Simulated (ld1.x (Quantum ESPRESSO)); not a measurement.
## Pseudopotential generation for nickel (Ni): TM, LDA (PZ), scalar-relativistic.

* Element: nickel (Ni)
* Generator: ld1.x (Quantum ESPRESSO) 7.5
* Type: norm-conserving Troullier–Martins (Kleinman–Bylander form)
* Functional: LDA (PZ)
* Relativity: scalar-relativistic
* Frozen core: [Ar]
* Valence charge: 10
* Reference configuration: 3d8 4s1.75 4p0 (charge +0.25)
* Partial waves: 4s (bound): rc 0.90 bohr; 4p (bound, empty): rc 3.10 bohr; 3d (bound): rc 1.50 bohr
* Local potential: all-electron potential smoothed inside 0.70 bohr (lloc = -1)
* Core correction: a·sin(br)/r model core inside 0.90 bohr

All-electron outer shells of the reference configuration (LDA (PZ), scalar-relativistic, ld1.x):

```csv
shell,level (eV),outermost node (bohr),outermost maximum (bohr)
3s,-112.64,0.30,0.64
3p,-73.40,0.27,0.65
3d,-11.27,–,0.63
4s,-7.67,0.92,2.18
4p,-2.82,1.00,2.98
```

Does this generation succeed?

No. ld1.x (Quantum ESPRESSO) 7.5 stopped with "run_pseudo: Errors in PS-KS equation": the pseudo-atom solver did not find the valence states with the expected number of nodes, which is the usual sign of a ghost state. The 4s radius of 0.90 bohr lies inside the outermost node of the all-electron wave at 0.92 bohr. Before that it printed "Warning: n=1, l=0 expected 0 nodes, found 3".
